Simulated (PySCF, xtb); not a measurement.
ReO3, SMILES [O]=[Re+](=[O])=[O], charge +1, multiplicity 1.

GFN2-xTB (xtb) at its own geometry gives an orbital gap of 1.71 eV.

Coordinates come from a PBE0-D3(BJ)/def2-TZVP optimisation. The spin state was assumed, not searched. The isomer is the one that the SMILES or the coordinates give; other isomers of the formula were not compared. The def2 effective core potentials stand for the cores of Re; spin–orbit coupling is left out.

**Question.** What does PBE/def2-TZVPD in PySCF give? (An estimate is asked for; the answer gives what the named calculation found.)

**Answer.** gap 2.04 eV (levels -14.96 and -12.93 eV).
